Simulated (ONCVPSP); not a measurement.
**What one change does to a pseudopotential (sulfur (S), ONCV)**

ONCVPSP 4.0.1 input, shortened (lines: element, Z, core and valence counts, functional; n l f; lmax; l rc ep ncon nbas qcut; lloc lpopt rc5 dvloc0; l nproj debl; icmod fcfact rcfact), PW91, non-relativistic:

```
  S 16.00    3    2  -109134      upf
    1    0    2.00
    2    0    2.00
    2    1    6.00
    3    0    2.00
    3    1    4.00
    2
    0    1.10    0.00    3    7    6.80
    1    1.60    0.00    4    7    4.90
    2    1.30    0.32    4    9    7.60
    4    2    0.75    0.00
    0    2    3.60
    1    2    3.00
    2    2    1.50
    3    3.25    1.30
```

Change: s: qcut 8.9; p: qcut 6.4; d: qcut 9.9.

Cutoffs: the cutoffs (Ha) at which the residual kinetic energy of the hardest occupied pseudo-wave falls to 1 and 0.1 mHa per electron; they do not see the model core or the augmentation charge, which bear on the density cutoff. Errors are all-electron minus pseudo energies relative to the spin-unpolarised reference configuration.

**Question.** How do hardness, ghosts and transferability respond?

**Answer.** The potential gets neither clearly harder nor softer (20 Ha and 105 Ha → 27 Ha and 99 Ha); both files keep a bound ghost (s); of the 4 tests that both files solve, the error grows in 2 and shrinks in 0 by more than 15 % and 0.3 meV (median size 5.3 → 6.2 meV).

| quantity | base | changed |
| --- | --- | --- |
| cutoff, loose | 20 Ha | 27 Ha |
| cutoff, tight | 105 Ha | 99 Ha |
| loose cutoff by channel | s 20 Ha, p 6.0 Ha | s 27 Ha, p 10 Ha |
| bound ghosts | s | s |
| GHOST(+) flags under 300 eV | none | none |
| error for 3s2 3p3, meV [ΔE 11.83 eV] | +1.0 | +1.2 |
| error for 3s2 3p2, meV [ΔE 34.19 eV] | +9.5 | +11 |
| error for 3s2 3p1, meV [ΔE 68.32 eV] | +40 | +48 |
| error for 3s2 3p3.5, meV [ΔE 4.69 eV] | +0.2 | +0.2 |
| s: phases at 1.12 bohr within 0.05 rad from the reference energy up to (Ha; the scan ends near 5) | to the end of the scan | to the end of the scan |
| p: phases at 1.62 bohr within 0.05 rad from the reference energy up to (Ha; the scan ends near 5) | 4.9 | 4.9 |
| d: phases at 1.32 bohr within 0.05 rad from the reference energy up to (Ha; the scan ends near 5) | to the end of the scan | to the end of the scan |
| rms error of d²Exc/dni dnj with the model core, mHa | 0.31 | 0.25 |

 A true bound ghost makes a file unfit for plane-wave use even where its test errors are small: the radial tests pick states by their node count and pass the ghost by.
